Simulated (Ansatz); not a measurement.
`CC([SiH3])(Cl)Cl` + H–F → `CC(F)(Cl)Cl` + SiH₄  (substitution at a C–Si bond)

Program: Ansatz. Geometries: PBE0-D4/def2-TZVP. ΔE: electronic, gas phase. CCSD(T)/CBS adds triple-zeta CCSD(T) − MP2 to the extrapolated MP2 energy (def2 sets, frozen cores). This one scheme is used for every species. Functionals use def2-TZVPP. B3LYP here is the variant with VWN-RPA as its local correlation; programs differ in this. HSE06 is defined as in plane-wave codes.

| level | ΔE (kcal/mol) | difference from CCSD(T)/CBS |
| --- | --- | --- |
| LDA (SPW92) | 9.2 | -5.9 |
| r2SCAN-D4 | 9.4 | -5.7 |
| r2SCAN0-D4 | 11.0 | -4.1 |
| HSE06-D4 | 12.0 | -3.1 |
| BHLYP-D4 | 11.6 | -3.5 |
| B2PLYP | 10.7 | -4.4 |
| PBE-QIDH | 13.2 | -1.9 |
| PBE | 8.9 | -6.2 |
| r2SCAN | 8.9 | -6.2 |
| B3LYP | 7.8 | -7.3 |
| CCSD/def2-SVP | 6.9 | -8.2 |
| CCSD(T)/def2-SVP | 7.0 | -8.1 |
| SCS-MP2/def2-TZVPP | 13.8 | -1.3 |
| CCSD/def2-TZVPP | 12.6 | -2.5 |
| SCS-MP2/def2-QZVPP | 15.0 | -0.1 |
| CCSD/CBS(def2) | 14.5 | -0.6 |
| CCSD(T)/CBS | 15.1 | 0 |

Largest T1 diagnostic among the species: 0.011.

At CCSD(T), def2-SVP lies −8.1 kcal/mol from the extrapolated value and def2-TZVPP −1.9 kcal/mol. In def2-TZVPP, CCSD(T) changes the Hartree–Fock value by +6.3 kcal/mol (the triples alone add +0.6 kcal/mol) and MP2 by +9.5 kcal/mol. Leaving LDA and LC-ωPBE aside and taking each functional with its dispersion term where it has one, the values, not all of them listed here, spread over 5.3 kcal/mol, from B97M-V to PBE-QIDH.
